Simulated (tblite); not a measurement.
Species: CH6GaN.
SMILES: `C[NH][GaH2]`

Calculated harmonic vibrations of the isolated species, GFN2-xTB (tblite), most abundant isotopes, no scaling. This tight-binding method is rough: wavenumbers can miss measured ones by several per cent, in bad cases by 10 to 20. Modes of hydrogen on gallium can be 10 to 20 % off.

Harmonic wavenumbers (cm⁻¹): 151.8, 158.4, 213.2, 383.0, 421.0, 483.5, 559.6, 674.3, 1008.3, 1083.9, 1099.7, 1296.4, 1410.6, 1475.1, 1492.4, 1691.9, 1720.8, 2912.2, 2932.9, 2943.7, 3341.4.

A = 34526, B = 3773, C = 3476 MHz; mass 100.976 u (most abundant isotopes); point group Cs, symmetry number 1.

Q: Zero-point energy?

A: ½Σν̃ = 13727 cm⁻¹ = 39.25 kcal/mol.

Q: What is S at 298.15 K and 1 bar for an ideal gas of classical rigid rotors and harmonic oscillators?

A: Translation 39.77, rotation 24.08, vibration 11.01: S = 74.9 cal/(mol K).

Q: And Cp and H(298.15 K) − H(0)?

A: Cp = 21.20 cal/(mol K), of which vibrations give 13.26 (their classical limit is 21 R = 41.7); H(298.15 K) − H(0) = 4.31 kcal/mol without the zero-point energy, 1.94 from vibrations.

Q: How do the functions run with temperature in this model?

A: 
| T (K) | S (cal/(mol K)) | Cp (cal/(mol K)) | H − H(0) (kcal/mol) | G − H(0) (kcal/mol) | ln q(vib) |
| --- | --- | --- | --- | --- | --- |
| 50 | 49.9 | 9.1 | 0.41 | -2.09 | 0.03 |
| 100 | 57.2 | 12.1 | 0.94 | -4.78 | 0.28 |
| 373.15 | 79.9 | 24.0 | 6.00 | -23.82 | 3.09 |
| 500 | 87.5 | 28.1 | 9.32 | -34.45 | 4.47 |
| 750 | 100.2 | 34.3 | 17.17 | -57.97 | 7.08 |
| 1000 | 110.7 | 38.4 | 26.30 | -84.37 | 9.48 |

q(vib) and H(0) count from the zero-point level.

Q: What must be added to the electronic energy to get the Gibbs energy at 298.15 K and 1 bar?

A: ZPE + [H(298.15 K) − H(0)] − T·S = 39.25 + 4.31 − 22.32 = 21.24 kcal/mol.

Q: Which modes carry the vibrational entropy at 298.15 K?

A: 151.8 cm⁻¹: 2.65; 158.4 cm⁻¹: 2.57; 213.2 cm⁻¹: 2.02; 383.0 cm⁻¹: 1.03; 421.0 cm⁻¹: 0.89; 483.5 cm⁻¹: 0.70 cal/(mol K); the other 15 give 1.16 together.

Hindered rotation and anharmonicity are outside this model.
